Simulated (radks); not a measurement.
All-electron atom: neutral hafnium in [Kr] 4d10 4f14 5s2 5p5 5d2 6s2 7s1 (not the ground configuration). Method: Dirac Kohn-Sham, PBEsol, spin-unpolarised, spherical densities, point nucleus; open shells fill j = l - 1/2 first; computed with a radial shooting solver on a logarithmic mesh with Libxc functionals.

Spin-orbit splittings of the eigenvalues, e(l+1/2) - e(l-1/2), with zeta = 2 splitting/(2l+1) and mean radii in bohr:

| shell | occ. | splitting (eV) | zeta (eV) | <r> j=l-1/2 | <r> j=l+1/2 |
|---|---|---|---|---|---|
| 2p | 6 | 1191 | 794.2 | 0.06613 | 0.07386 |
| 3p | 6 | 255.3 | 170.2 | 0.1981 | 0.2125 |
| 3d | 10 | 55.69 | 22.28 | 0.1864 | 0.1908 |
| 4p | 6 | 58.48 | 38.98 | 0.4747 | 0.5077 |
| 4d | 10 | 10.71 | 4.283 | 0.5287 | 0.5402 |
| 4f | 14 | ? | ? | 0.6653 | 0.6772 |
| 5p | 5 | 8.065 | 5.377 | 1.251 | 1.354 |
| 5d | 2 | 0.6245 | 0.2498 | 2.051 | 2.119 |
| 6p | 0 | 0.7014 | 0.4676 | 3.910 | 4.296 |
| 6d | 0 | 0.01617 | 0.006467 | 9.931 | 10.06 |

Estimate the 4f splitting.

Answer. 1.754 eV (zeta = 0.5013 eV).
